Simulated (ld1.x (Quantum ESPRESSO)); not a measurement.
## Varying the TM semilocal potential for I

Base potential:

ld1.x (Quantum ESPRESSO) 7.5 input, shortened:

```
&input
   title='I', zed=53., rel=1, dft='PZ', iswitch=3,
   config='[Kr] 4d10 5s2 5p4.5'
 /
 &inputp
   pseudotype=1, tm=.true., lloc=0,
   nlcc=.false.
 /
3
4P  2  1   6.00   0.00  0.80  0.80  0.0
4D  3  2  10.00   0.00  1.25  1.25  0.0
4S  1  0   2.00   0.00  1.10  1.10  0.0
 &test
   configts(1)='4s2 4p6 4d10 5s2 5p4.5'
 /
```

Occupied shells without a wave of their own: 5p, 5s. They enter only through the test configuration that unscreens the potential.

All-electron outer shells of the reference configuration (LDA (PZ), scalar-relativistic, ld1.x):

| shell | level (eV) | outermost node (bohr) | outermost maximum (bohr) |
| --- | --- | --- | --- |
| 3p | -863.55 | 0.13 | 0.28 |
| 3d | -610.86 | – | 0.23 |
| 4s | -184.77 | 0.37 | 0.68 |
| 4p | -131.95 | 0.37 | 0.72 |
| 4d | -54.93 | 0.35 | 0.78 |
| 5s | -21.95 | 0.88 | 1.70 |
| 5p | -11.27 | 0.96 | 2.00 |

Cutoffs, loose and tight: the cutoffs (Ry, on a coarse ladder) from which the occupation-weighted sum of valence levels, in a spherical-Bessel basis at the reference potential, stays within 10 and 1 mRy of its value at 400 Ry. They do not see the model core or the augmentation charge, which bear on the density cutoff. Test errors are all-electron minus pseudo excitation energies from the reference, over the configurations 4s2 4p6 4d10 5s2 5p5; 4s2 4p6 4d10 5s2 5p4; 4s2 4p6 4d10 5s2 5p3; 4s2 4p5 4d10 5s2 5p5; 4s2 4p6 4d10 5s2 5p1; 4s2 4p6 4d10 5s2 5p2; 4s2 4p6 4d9 5s2 5p6 (two spin-polarised tests are not counted in the largest error). A dash means not determined; rows that change the core or the reference have their own tests. The largest error is taken over the tests solved by every variant that gives reliable tests at all: 4s2 4p5 4d10 5s2 5p5; 4s2 4p6 4d10 5s2 5p1; 4s2 4p6 4d10 5s2 5p2; 4s2 4p6 4d10 5s2 5p3; 4s2 4p6 4d10 5s2 5p4; 4s2 4p6 4d10 5s2 5p5.

Cutoffs are not given where the Bessel-basis levels miss the radial ones by over 6 mRy, ghosts where they miss by over 20 mRy; a channel whose overlap is not positive is not tested.

In the semilocal form every listed channel keeps its own potential, so the choice of the local channel does not act on these tests. It acts once the file is put into the separable form.

A semilocal file is local in each channel, so a ghost entry of none says nothing of the separable form that plane-wave codes build from it.

On the changes marked as counting shells twice: ld1.x takes every shell without a wave as core, so the model core holds the marked electrons as well and exchange and correlation see them twice. This cancels in the reference configuration, but the file is broken for other ones, and its errors say nothing about a proper core correction.

```tsv
change	outcome	cutoff, loose	cutoff, tight	bound ghosts	largest test error (meV)
base	generated, misses its reference levels by 3.92 eV	260 Ry	300 Ry	none	-947
wave 4s (bound): rc 1.10 bohr becomes 4s (bound): rc 0.90 bohr	generated, misses its reference levels by 0.88 eV	260 Ry	over 300 Ry	none	-849
form changed from semilocal to separable (Kleinman–Bylander), still TM; local potential the p channel	generated, misses its reference levels by 1.68 eV	260 Ry	300 Ry	none	-869
wave 4p (bound): rc 0.80 bohr becomes 4p (bound): rc 0.64 bohr	generated, misses its reference levels by 3.92 eV	–	–	none	-2061
all radii scaled by about 1.14 (s 1.26, p 0.92, d 1.42 bohr)	generated, misses its reference levels by 8.61 eV	230 Ry	300 Ry	none	-1787
functional PBE	generated, misses its reference levels by 3.87 eV	260 Ry	300 Ry	none	-892
local potential the p channel	generated, misses its reference levels by 3.92 eV	260 Ry	300 Ry	none	-948
core correction a·sin(br)/r model core inside 0.68 bohr (5p, 5s counted twice)	generated, misses its reference levels by 3.92 eV	260 Ry	300 Ry	none	-2496
reference 4s2 4p6 4d10 5s2 5p5	generated, misses its reference levels by 3.84 eV	260 Ry	300 Ry	none	-3881
wave 4d (bound): rc 1.25 bohr becomes 4d (bound): rc 0.76 bohr	generated, misses its reference levels by 3.92 eV	300 Ry	over 300 Ry	none	-947
core [Kr] 4d10, valence charge 7; reference 5s2 5p5; waves now 5s (bound): rc 1.30 bohr; 5p (bound): rc 1.80 bohr; local potential the p channel	generated	110 Ry	230 Ry	none	+344
reference 4s2 4p6 4d10 5s1 5p6	generated, misses its reference levels by 3.95 eV	260 Ry	300 Ry	none	+4661
```
